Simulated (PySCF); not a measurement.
A species of formula C6H15P has this rotational fingerprint, computed with PBE0/pcSseg-1 in PySCF (dipole) on a GFN2-xTB geometry, gas phase:

| Item | Value |
| --- | --- |
| Rotational constants | A = 2645, B = 1741, C = 1497 MHz |
| Dipole components | \|μa\| = 0.21 D, \|μb\| = 0.00 D, \|μc\| = 1.23 D |
| Inertial defect | -143.65 u·Å² |
| κ | -0.57 |

**Question.** Which structure is it? (One computed conformer of each.)
A. `[CH3:1][CH2:2][CH2:3][CH2:4][P:5]([CH3:6])[CH3:7]` with C1–C2–C3–C4 180°, C2–C3–C4–P5 -177°, C3–C4–P5–C6 -177°
B. `[CH3:1][CH2:2][CH2:3][CH2:4][PH:5][CH2:6][CH3:7]` with C1–C2–C3–C4 180°, C2–C3–C4–P5 -176°, C3–C4–P5–C6 -79°, C4–P5–C6–C7 -164°
C. `[CH3:1][PH:2][CH2:3][C:4]([CH3:5])([CH3:6])[CH3:7]` with C1–P2–C3–C4 -177°
D. `CP(C)C(C)(C)C`
E. `[CH3:1][CH2:2][PH:3][CH2:4][CH:5]([CH3:6])[CH3:7]` with C1–C2–P3–C4 166°, C2–P3–C4–C5 175°, P3–C4–C5–C6 59°

**Answer.** D. It is CP(C)C(C)(C)C, an asymmetric top, point group C1. The candidates at the same level (rigid rotor, commonest isotopes):

| SMILES | A (MHz) | B (MHz) | C (MHz) | μa (D) | μb (D) | μc (D) | Δ (u·Å²) | point group | rotor |
| --- | --- | --- | --- | --- | --- | --- | --- | --- | --- |
| CP(C)C(C)(C)C | 2645 | 1741 | 1497 | 0.21 | 0.00 | 1.23 | -143.65 | C1 | asymmetric top |
| CCCCP(C)C | 4807 | 837.8 | 776.1 | 0.19 | 0.13 | 1.22 | -57.14 | C1 | near-prolate asymmetric top |
| CCPCC(C)C | 4858 | 936.4 | 903.6 | 0.10 | 0.09 | 1.29 | -84.42 | C1 | near-prolate asymmetric top |
| CCCCPCC | 5026 | 747.9 | 694.0 | 0.41 | 0.68 | 1.10 | -48.05 | C1 | near-prolate asymmetric top |
| CPCC(C)(C)C | 3725 | 1151 | 1110 | 0.12 | 1.06 | 0.58 | -119.29 | – | near-prolate asymmetric top |

`CCPCC(C)C` has A 84 % too high; `CCCCPCC` has A 90 % too high; `CCCCP(C)C` has A 82 % too high; `CPCC(C)(C)C` has A 41 % too high. No structure here is proved a minimum.
